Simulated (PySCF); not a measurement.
Li(Me) (CH3Li), SMILES [Li][CH3].

The structure is a stationary point at PBE0-D3(BJ)/def2-TZVPD. The isomer is the one that the SMILES or the coordinates give; other isomers of the formula were not compared.

These are PySCF with C-PCM-ωB97X/def2-TZVPD values and carry that method's errors.

The values are the electrostatic part of the solvation free energy, E(continuum) − E(gas) at the gas-phase geometry, in a cavity of scaled van der Waals radii (PySCF's table); cavitation and dispersion terms are not included. A continuum can't describe solvent molecules that bind to the metal. In vacuum the orbital gap is 7.67 eV. The dipole moment in vacuum is 5.81 D.

Q: Estimate the values in water (ε = 78.36), ethylethanoate (ε = 5.99), ethanol (ε = 24.85). (An estimate is asked for; the answer gives what the named calculation found.)

A: 
```csv
solvent,ε,ΔG(elec) (kcal/mol),dipole (D),gap (eV)
water,78.36,-12.5,6.89,9.17
ethylethanoate,5.99,-10.3,6.70,8.92
ethanol,24.85,-12.1,6.85,9.12
```
